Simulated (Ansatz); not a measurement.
Reactions of dimethylamine (`CNC`).

Calculated with Ansatz (gas phase, PBE0-D4/def2-TZVP geometries, no zero-point term in ΔE). CCSD(T)/CBS is the MP2 limit (def2-TZVPP, def2-QZVPP) plus CCSD(T) − MP2 in def2-TZVPP, frozen cores. This one scheme is used for every species, atoms too. No spin–orbit coupling; open shells (•) take unrestricted orbitals. Spin–orbit coupling would lower the free atoms: a little for Cl. One conformer a species, not always the lowest.

**Question.** Order these by ΔE at CCSD(T)/CBS, lowest first. (An estimate is asked.)
A. dimethylamine + Cl• → `C[N]C`• + HCl
B. dimethylamine + `[OH]`• → `C[N]C`• + H₂O
C. dimethylamine + `COB(O)Cl` → `COB(Cl)OC` + CH₃NH₂
D. dimethylamine + `CO[SiH2]S[SiH2]O` → `CO[SiH2]S[SiH2]OC` + CH₃NH₂
E. dimethylamine + `CB(C)N` → `CNB(C)C` + CH₃NH₂

**Answer.** B (-99.5 kJ/mol), A (-20.5 kJ/mol), E (+9.0 kJ/mol), C (+25.2 kJ/mol), D (+44.0 kJ/mol).

Largest T1 diagnostic: 0.014, for `C[N]C`•.
